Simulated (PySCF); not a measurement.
Compound: C5H9FN (doublet state).
Geometry (GFN2-xTB, Å), atoms numbered from 1 in this order:
```xyz
16
C5H9FN angstrom
C     -1.0306   -1.2108    0.4463
C     -0.8966    0.1060   -0.2483
C     -1.8393    1.0330   -0.1391
F     -1.7506    2.2352   -0.7569
C      0.4003    0.3548   -0.9833
C      1.4541    0.6623    0.0216
N      2.0848   -0.4022    0.6667
H     -0.1777   -1.3657    1.1057
H     -1.0395   -2.0191   -0.2847
H     -1.9457   -1.2571    1.0304
H     -2.7547    0.9441    0.4263
H      0.6748   -0.5334   -1.5581
H      0.2786    1.1996   -1.6629
H      1.3579    1.5613    0.6069
H      2.8491   -0.1317    1.2684
H      2.3275   -1.1673    0.0497
```

The hyperfine couplings belong to this conformer and change with its torsions.

Identity: `C/C(=C/F)C[CH]N` [radical].

Computed, not measured: PySCF, UKS B3LYP, pcH-1 on C F H N, non-relativistic, mean-field spin-orbit, GIAO. Geometry: GFN2-xTB, one conformer, isolated molecule. A GFN2-xTB geometry isn't a minimum of the functional, and hyperfine couplings can be far from their values at a DFT geometry. The SCF solution wasn't tested for stability.

The Mulliken spin populations are largest on C6 (+0.85), N7 (+0.15) and C3 (+0.06). The angles at C6 add up to 352.0°, so it is slightly pyramidal.

Q: List the C–H protons on four-coordinate carbons next to a three-coordinate spin centre, with their couplings and θ (C–H bond against the normal to the plane of the centre's neighbours, projected along the bond that joins the two).

A: 
| β H | on | centre | θ (°) | cos²θ | a (G) |
| --- | --- | --- | --- | --- | --- |
| H12 | C5 | C6 | 67 | 0.15 | +4.76 |
| H13 | C5 | C6 | 53 | 0.36 | +12.22 |

Couplings in gauss use g_iso = 2.0027.

Time: 53 s (with the writing of density and orbital grids); peak memory 0.96 GiB. Hardware: an Arm Neoverse V2 with one thread, shared host with 96 logical CPUs at a one-minute load of 60.
